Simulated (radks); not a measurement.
Q: Coherent X-ray form factor from a spherical all-electron density. All-electron calculation, Dirac Kohn-Sham, BLYP, spin-unpolarised, spherical densities, finite nucleus; Fermi nuclear charge, rms radius of each element as measured or else 0.836 A^(1/3) + 0.57 fm. Program: a radial shooting solver on a logarithmic mesh with Libxc functionals.

sin(theta)/lambda (1/angstrom),f0 (electrons)
0.05,42.909
0.1,42.636
0.15,42.189
0.2,41.576
0.25,40.811
0.3,39.909
0.4,37.767
0.5,35.308
0.6,32.697
0.8,27.580
1,23.237
1.25,19.263
1.5,16.589
2,12.956

The species is in the configuration that NIST lists as its ground one. Which atom or ion scatters so?

A: The thulium ion Tm26+, [Kr] 4d7. Extrapolating in s^2 from the first two rows gives f0(0) = 43.0, near the electron count 43; among species with that count, the fall with angle is slower the higher Z, and the table is that of Z = 69; from so few rows the species is fixed only to a neighbour or two.
